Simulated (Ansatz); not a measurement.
Cost and result for the atomization energy of CH₄AlNO (8 atoms, 7 bonds).

```xyz
8

N    -0.962   -0.198   -1.267
C    -0.032   -0.345   -0.335
O     0.148    0.469    0.569
Al    1.661    0.089    1.970
H    -1.561    0.613   -1.253
H    -1.080   -0.885   -1.991
H     0.586   -1.251   -0.409
H     1.241    1.508    2.716
```

Charge 0, multiplicity 1. The bonds changed during the relaxation, so this is another structure than the one it started from. Geometry: relaxed with PBE0-D4/def2-TZVP. It is one conformer, not always the lowest. Program: Ansatz. All runs use 2 threads of an Arm Neoverse V1 on a shared host. Times are those of one run each, without the atoms' runs, and a repeat can differ threefold. Electronic energies, without spin–orbit coupling; frozen cores. CCSD(T)/CBS adds CCSD(T) − MP2 in def2-TZVPP to the MP2 limit, and its time is that of the two runs behind it. T1 = 0.016; the RHF reference is unstable towards UHF. B3LYP takes the VWN-RPA correlation (the form of Gaussian; ORCA's B3LYP/G). HSE06 is the plane-wave form, built on full-range PBE exchange.

CCSD(T)/CBS is a level of theory with its own doubt, some kJ/mol a heavy atom from the limit and from the frozen cores, so smaller differences don't rank the functionals.

| level | functions | wall time | atomization (kJ/mol) | difference from CCSD(T)/CBS | per bond |
| --- | --- | --- | --- | --- | --- |
| LDA (SPW92)/def2-TZVPP | 191 | 1.6 s | 3215.9 | 476.2 | 68.0 |
| CCSD(T)/def2-SVP | 80 | 2.2 s | 2580.3 | -159.4 | -22.8 |
| PBE0-D4/def2-TZVPP | 191 | 2.6 s | 2743.2 | 3.5 | 0.5 |
| BLYP-D4/def2-TZVPP | 191 | 2.8 s | 2780.5 | 40.8 | 5.8 |
| HSE06-D4/def2-TZVPP | 191 | 2.8 s | 2745.8 | 6.1 | 0.9 |
| PBE-D4/def2-TZVPP (with forces) | 191 | 3 s | 2833.2 | 93.5 | 13.4 |
| B3LYP-D4/def2-TZVPP (with forces) | 191 | 3.4 s | 2756.4 | 16.7 | 2.4 |
| r2SCAN-D4/def2-TZVPP (with forces) | 191 | 4.7 s | 2741.2 | 1.5 | 0.2 |
| PBE-QIDH/def2-TZVPP | 191 | 5.5 s | 2699.5 | -40.2 | -5.7 |
| ωB97M-V/def2-TZVPP (with forces) | 191 | 10 s | 2762.0 | 22.3 | 3.2 |
| MP2/def2-QZVPP | 361 | 22 s | 2754.7 | 15.0 | 2.1 |
| CCSD(T)/def2-TZVPP | 191 | 50 s | 2654.0 | -85.7 | -12.2 |
| CCSD(T)/CBS(def2) | – | 72 s | 2739.7 | 0.0 | 0.0 |

At CCSD(T), def2-SVP lies −159.4 kJ/mol from the extrapolated value and def2-TZVPP −85.7 kJ/mol: correlation converges slowly with the basis, and small sets miss more of it in the bonded molecule than in its fragments. From BLYP to BHLYP (50 % exact exchange), in def2-TZVPP and without D4, the atomization energy moves by −135.0 kJ/mol: exact exchange takes away binding that semilocal exchange gives to molecules. In def2-TZVPP, CCSD(T) changes the Hartree–Fock value by +818.1 kJ/mol (the triples alone add +53.3 kJ/mol) and MP2 by +867.9 kJ/mol; breaking electron pairs costs correlation energy, which Hartree–Fock lacks.
